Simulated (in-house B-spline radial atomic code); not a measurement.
**RPA and G0W0 on HSE06: Se27+**

Configuration [He] 2s2 2p3, highest spin, mean-field start HSE06. Computed with a B-spline radial code for spherical atoms: all electrons, non-relativistic, point nucleus, each spin shell either full or empty, empty states to l = 9 with an (l + 1/2)⁻⁴ tail; G0W0 by contour deformation at full frequency.

Command:
```bash
python run_gw.py task.json out
```
Settings (radii: box in bohr, nucleus in fm):
```
Z                        34
electrons                7
configuration            [He] 2s2 2p3
hamiltonian              nr
method                   hse06
lmax                     9
spin_polarised           True
box_radius               3.29
intervals                46
```

Run time, properties included: 0.8 s on 1 thread of Arm Neoverse V1, with other jobs on the host.

Energies (hartree):

```json
{"term": "mean-field total", "value": "-1735.41461"}
{"term": "Hartree-Fock functional on these orbitals", "value": "-1735.48509"}
{"term": "direct second order", "value": "-0.50047"}
{"term": "second-order exchange", "value": "0.2754"}
{"term": "SOSEX correction", "value": "0.25104"}
```

**Question.** What is the RPA correlation energy, and what remains with SOSEX?

**Answer.** RPA gives -0.46381 hartree (-1.8 eV per electron); RPA + SOSEX gives -0.21277, and the second-order doubles -0.22507 hartree (no singles). SOSEX takes back 54 % of the RPA value.

Quasi-particle levels (eV):

| level | occupied | mean field | Σx - vxc | Σc | QP weight | G0W0 |
| --- | --- | --- | --- | --- | --- | --- |
| 2p up | yes | -2921.79 | -54.12 | ? | ? | ? |
| 2s down | yes | -2987.46 | -33.77 | -6.50 | 0.986 | -3027.72 |
| 1s down | yes | -14025.74 | -166.45 | 12.87 | 0.992 | -14179.32 |
| 2p down | no | -2844.30 | 50.24 | -3.47 | 0.994 | -2797.53 |

G0W0 = mean field + (Σx - vxc) + Σc, with Σc (partial-wave tail included) taken at the quasi-particle energy. Levels of low weight are left out.

**Question.** Where does G0W0 put 2p up?

**Answer.** At -2972.90 eV, with Σc = 3.01 eV and a quasi-particle weight of 0.988. The tabulated removal energy is 2964 ± 22 eV (NIST, semi-empirical); the calculation leaves out relativity, Breit and QED terms, and what these don't explain is the method's own error.
